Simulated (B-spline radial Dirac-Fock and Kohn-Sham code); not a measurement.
**Run log: Ru**

ΔSCF core binding energies without Breit or QED terms, calculated with a radial atomic solver. Keys: rel is the Hamiltonian (dirac, or spin-free x2c and nr, where L3 and M5 stand for the whole 2p and 3d shells), method is hf or an exchange,correlation pair (spin-unpolarised, also for the hole states), nuc the nuclear model, radius_factor scales its radius, rmax is the box in bohr, h the logarithmic mesh step, order the B-spline order, points the quadrature points per cell, c_factor scales the speed of light, and damp, ndamp, maxit and tol steer the iteration. The run stops when the commutator error falls below 10·tol·max(1, Z/10), or the numerical noise floor, and the energy has settled to about 1e-8 Ha; the virial ratio is −V/T.

Input (task.json):

```json
{"items": [{"Z": 44, "q": 0, "cfg": [[1, 0, 2], [2, 0, 2], [2, 1, 6], [3, 0, 2], [3, 1, 6], [3, 2, 10], [4, 0, 2], [4, 1, 6], [4, 2, 7], [5, 0, 1]], "A": 102, "rrms": 4.4809, "do": "settings", "holes": ["K", "L3", "M5"],
  "settings": [{"rel": "dirac", "method": "hf", "nuc": "fermi", "radius_factor": 1.0, "rmax": 80.0, "h": 0.3, "order": 8, "points": 10, "c_factor": 1.0, "maxit": 60, "damp": 0.5, "ndamp": 3, "tol": 1e-08}]}]}
```

Command: `python xray2_run.py task.json out`

Ground-state iterations:

```
iter   energy (Ha)        error
   1    -4522.13614985  1.54e+00
   2    -4525.76460533  3.77e-01
   3    -4528.98580431  7.85e-02
   4    -4529.24538267  1.85e-02
   5    -4529.26435939  1.29e-02
   6    -4529.26865892  5.66e-03
   7    -4529.26932656  6.61e-04
   8    -4529.26934488  5.41e-05
   9    -4529.26934511  2.23e-05
  10    -4529.26934512  1.14e-06
  11    -4529.26934512  2.56e-07
```

The ground state converged in 11 iterations, with total energy -4529.26935 Ha, virial ratio 1.96079 and highest orbital energy -6.07 eV. ΔSCF binding energies: K (1s) 22188.6 eV, L3 (2p3/2) 2851.7 eV, M5 (3d5/2) 287.8 eV.
